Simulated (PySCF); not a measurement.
Pb(OH)(OMe) (CH₄O₂Pb), SMILES C[O][Pb][OH] (connectivity only; charge and spin as stated), neutral, multiplicity 1.

Geometry optimised at r2SCAN-D4/def2-SVP. The def2 effective core potentials stand for the cores of Pb; spin–orbit coupling is left out. Other conformers were not sampled.

Level of theory: PySCF with TDDFT-CAM-B3LYP/def2-SVPD.

Vertical excitations. Isolated molecule, no solvent.

Computed excitation energies, oscillator strengths and character:
| state | energy (eV) | λ (nm) | f | main pairs |
|---|---|---|---|---|
| S1 | 4.17 | 297 | 0.011 | HOMO−1→LUMO 87 % |
| S2 | 4.50 | 275 | 0.029 | HOMO→LUMO 82 % |
| S3 | 4.77 | 260 | 0.028 | HOMO−2→LUMO 96 % |
| S4 | 5.41 | 229 | 0.011 | HOMO−3→LUMO 90 % |
| S5 | 6.01 | 206 | 0.008 | HOMO→LUMO+1 70 %, HOMO→LUMO+2 15 % |
| S6 | 6.23 | 199 | 0.014 | HOMO→LUMO+2 41 %, HOMO→LUMO+1 24 %, HOMO−1→LUMO+1 17 %, HOMO→LUMO+3 7 % |
| S7 | 6.25 | 198 | 0.040 | HOMO−1→LUMO+1 72 %, HOMO→LUMO+2 13 % |
| S8 | 6.64 | 187 | 0.114 | HOMO−1→LUMO+2 49 %, HOMO−1→LUMO+3 29 % |
| S9 | 6.77 | 183 | 0.016 | HOMO−3→LUMO+1 76 % |
| S10 | 6.87 | 181 | 0.176 | HOMO−2→LUMO+1 82 % |
| T1 | 3.78 | 328 | 0 | HOMO−1→LUMO 76 % |
| T2 | 3.79 | 327 | 0 | HOMO→LUMO 86 % |
| T3 | 4.32 | 287 | 0 | HOMO−2→LUMO 84 %, HOMO−1→LUMO 13 % |
| T4 | 4.58 | 271 | 0 | HOMO−3→LUMO 97 % |
Triplets are in the Tamm–Dancoff approximation, which puts them higher than full response would, so one can lie above its singlet here.
